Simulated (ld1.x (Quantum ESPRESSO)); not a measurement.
Transferability test, RRKJ potential for rhenium

Re (Z = 75), norm-conserving RRKJ (Kleinman–Bylander form), made with ld1.x (Quantum ESPRESSO) 7.5 (PW91, scalar-relativistic). Core [Kr] 4d10, reference 4f14 5s2 5p6 5d5 6s1.5 6p0.5. Waves: 5p (bound): rc 2.00 bohr; 5d (bound): rc 1.55 bohr; 4f (bound): rc 0.80 bohr; 5s (bound): rc 1.20 bohr. Local part: the s channel. Core correction: none.

Occupied shells without a wave of their own: 6p, 6s. They enter only through the test configuration that unscreens the potential.

Energies are relative to the spin-unpolarised reference configuration 4f14 5s2 5p6 5d5 6s1.5 6p0.5; without spin polarisation the order of configurations can differ from experiment. The frozen-core shift is the all-electron ΔE with the core orbitals held at their reference shape minus the fully relaxed ΔE.

```
   valence configuration  charge  ΔE all-electron (eV)  error AE − PS (meV)  frozen-core shift (meV)
4f14 5s2 5p6 5d5 6s2 6p0       0                -2.357                  +67                     -0.7
4f14 5s2 5p6 5d5 6s1 6p0      +1                 6.958                 -160                     +2.5
4f14 5s2 5p6 5d5 6s0 6p0      +2                23.355                 -485                     +7.6
4f14 5s2 5p6 5d6 6s0 6p0      +1                 7.109                 -337                     +7.9
4f14 5s2 5p6 5d4 6s0 6p0      +3                50.562                 -665                     +9.3
```

(1) What are ΔE and the potential's error for 4f14 5s2 5p6 5d4 6s2 6p1?

(2) What are ΔE and the potential's error for 4f14 5s2 5p6 5d5 6s1.5 6p0?

Levels in the configuration 4f14 5s2 5p6 5d4 6s2 6p1:

```tsv
level	all-electron (eV)	pseudo (eV)
4f	-46.679	-46.401
5s	-89.534	-89.410
5p	-51.089	-50.980
5d	-8.547	-8.485
6s	-7.830	-8.010
6p	-2.429	-2.481
```

Results:

(1) ΔE = 2.717 eV all-electron; the error (AE − PS) is +150 meV.

(2) ΔE = 1.456 eV all-electron; the error (AE − PS) is -35 meV.

ld1.x printed “convergence not achieved” for 7 of the counted tests; their residual had stalled under 1e-8, short of the target of 1e-14. The 6p, 6s levels have no wave, so the channel is fitted at the deeper level alone: the likely source of the large errors. A variational frozen-core shift is positive and of second order in the change. This column holds negative values, so the frozen-core run of ld1.x carries numerical noise or an error of first order here, and the column gives no more than the rough size of the effect.
